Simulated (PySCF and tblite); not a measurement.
Molecule: C4H6F2O, numbered as in [F:1][C:2]1([F:3])[CH2:4][CH2:5][O:6][CH2:7]1; H named by carrier, a and b as here (phase angle P 72°, Å):

```
F1      -2.143   -0.512   -0.287
C2      -0.980   -0.154    0.321
F3      -1.349    0.215    1.578
C4      -0.260    0.972   -0.415
C5       1.221    0.590   -0.300
O6       1.302   -0.720    0.250
C7       0.029   -1.304    0.340
H4a     -0.481    1.934    0.044
H4b     -0.601    0.982   -1.449
H5a      1.766    1.259    0.372
H5b      1.715    0.597   -1.278
H7a     -0.174   -1.959   -0.520
H7b     -0.028   -1.884    1.264
```

The ring 2–4–5–6–7 is held at Altona–Sundaralingam phase angles P (ν_j = ν_max cos(P + 144°(j − 2)), ν_j about the bond from ring atom j to j + 1, counted from 0) and the rest relaxed at GFN2-xTB. Energies: BHandHLYP/pcSseg-1 + D3(BJ). Couplings: B3LYP/6-31G* with H pcJ-1 F pcJ-1, gas phase, for ¹H, ¹⁹F. Programs: tblite and PySCF.

One held structure gave ³J(F3,H7a) = 20.8, ³J(F1,H7b) = 3.8, ³J(F3,H4b) = 21.1, ³J(F1,H4a) = -2.0, ³J(F3,H7b) = 23.0, ³J(H4b,H5a) = 12.9, ³J(F1,H7a) = 11.1, ³J(F1,H4b) = 12.5 Hz. Computed couplings to fluorine can be off by tens of per cent at such levels.

Problem. At which phase angle P was it held?
A. 0°
B. 144°
C. 288°
D. 72°
E. 216°

Solution. B. It lies 0.29 kcal/mol above the lowest point.
